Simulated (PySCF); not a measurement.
# C3H9Cl2GeN: core ionisation energies

Species: C3H9Cl2GeN.
SMILES with atom numbers: `[CH3:1][N:2]([CH3:3])[GeH2:4][CH:5]([Cl:6])[Cl:7]`

Method: delta-SCF UKS SCAN, pcX-2 on the ionised atom, pcseg-1 elsewhere, spin-free X2C (PySCF 2.14.0). Vertical ΔSCF values, vacuum level as zero.

List the computed XPS lines with their assignment.

```tsv
atom(s)	environment	level	binding energy (eV)	2p1/2 (eV)	above the level's lowest (eV)	count
Cl6/Cl7	alkyl chlorine	Cl 2p3/2	206.07	207.72	0.00	2
C1/C3	N-methyl carbon	C 1s	291.42	–	0.00	2
C5	CHCl2 carbon	C 1s	292.92	–	+1.50	1
N2	nitrogen bonded to 2 C and Ge	N 1s	404.29	–	0.00	1
Cl6/Cl7	alkyl chlorine	Cl 1s	2828.66	–	0.00	2
```

Lowest listed C 1s: C1/C3, bonded to N and 3 H. Highest, 1.50 eV above it: C5, bonded to 2 Cl, H and Ge.

Which effective nuclear charge Zeff reproduces each element's mean 1s value in the hydrogen-like formula E = 13.606 eV × Zeff²?

C (Z = 6): mean 291.9 eV, Zeff = 4.63, Z − Zeff = 1.37; N (Z = 7): mean 404.3 eV, Zeff = 5.45, Z − Zeff = 1.55; Cl (Z = 17): mean 2828.7 eV, Zeff = 14.42, Z − Zeff = 2.58. Means run over the listed sites, weighted by atom count.

Atoms equivalent by their bonding share one computed value, that of the first of them. For 2p shells one spin-free hole was relaxed; a mean-field spin–orbit operator and the ground-state splitting of the three 2p orbitals were then diagonalised within the shell. The shell's mean is (2 × 2p3/2 + 2p1/2)/3, and the degeneracies 2j + 1 give areas of 2:1. 2p1/2 minus 2p3/2 (ligand field included): Cl 1.65 eV. No level of germanium is listed. One conformer (not necessarily the lowest) at the PBE0-D3(BJ)/def2-SVP geometry, without solvent, vibrations or thermal averaging.

Conformer computed: `[CH3:1][N:2]([CH3:3])[GeH2:4][CH:5]([Cl:6])[Cl:7]`: C1–N2–Ge4–C5 77°, N2–Ge4–C5–Cl6 -61°.
